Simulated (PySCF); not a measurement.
Gas-phase reaction: 3 HBr + Si ⇌ SiHBr3 + 2 H

Method: PySCF energies plus ideal-gas RRHO corrections (1 bar). 'Table' is the NASA 1993 thermochemical table (part measured, part estimated). † marks an energy on the PBE0/def2-TZVP geometry and frequencies; other levels use their own. CCSD(T) freezes the core. 6-31G* has spherical d functions here. Open shells (unrestricted): Si (multiplicity 3, electronic degeneracy 9), H (multiplicity 2); the rest are closed-shell singlets. Spin-orbit splitting is ignored; it lowers the true energy and changes the entropy of Si. B3LYP is the form with VWN-RPA correlation. Br: all electrons, no relativistic terms. CCSD(T) isn't extrapolated to the basis-set limit; its ΔH°(298 K) is -149.3 kJ in def2-SVP and -185.3 kJ in def2-TZVPP. The harmonic model lacks anharmonicity and excited electronic states, which grow with temperature; levels with a mode under 35 cm⁻¹ are left out. Soft modes under 120 cm⁻¹ make the harmonic entropy rough for SiHBr3. The table's entry may be an old estimate for SiHBr3 (not checked at source).

log10 K (1 bar standard state):

```tsv
T (K)	table	B3LYP/6-31G*	CCSD(T)/def2-TZVPP†	M06-2X/def2-TZVP†
500	12.0	8.7	9.8	15.6
800	4.2	2.2	2.8	6.4
1000	1.6	0.1	0.6	3.5
1400	-1.1	-2.2	-1.8	0.2
2000	-3.1	-3.8	-3.5	-2.1
```
Ten kJ in ΔG° is worth 1.04 decades in K at 500 K and 0.26 at 2000 K.
